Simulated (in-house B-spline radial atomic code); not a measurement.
Results of a calculation; reference values are marked as such.
Weak and strong correlation along the adiabatic connection

Two-electron singlets in several external potentials (atomic units), by full CI in B-splines with partial waves to l = 8 (correlation energies up to 0.6 % small). The repulsion is scaled by λ at fixed density; W(λ) is the mean repulsion less the Hartree energy, W(0) = E_x, and the area under W from 0 to 1 is E_xc.

One system gave this curve:

```csv
λ,W (hartree)
0,-1.1066
0.02,-1.1085
0.05,-1.1114
0.12,-1.118
0.25,-1.1298
0.4,-1.1426
0.6,-1.1586
0.8,-1.1733
1,-1.1869
1.4,-1.2112
2,-1.2417
3,-1.281
4.5,-1.3226
7,-1.3669
10,-1.3997
```

Which system is it?
A. −Z exp(−kr)/r, Z = 8.89, k = 3.69
B. ω²r²/2 − Z/r, ω = 1.94, Z = 0.3
C. −Z/r, Z = 1.55
D. −Z exp(−kr)/r, Z = 3.59, k = 1.11

B. The exchange energy sets the size: ω²r²/2 − Z/r, ω = 1.94, Z = 0.3: E_x = -1.11, E_c = -0.0428; −Z exp(−kr)/r, Z = 8.89, k = 3.69: E_x = -4.66, E_c = -0.0467; −Z exp(−kr)/r, Z = 3.59, k = 1.11: E_x = -1.83, E_c = -0.0448; −Z/r, Z = 1.55: E_x = -0.741, E_c = -0.041 hartree.
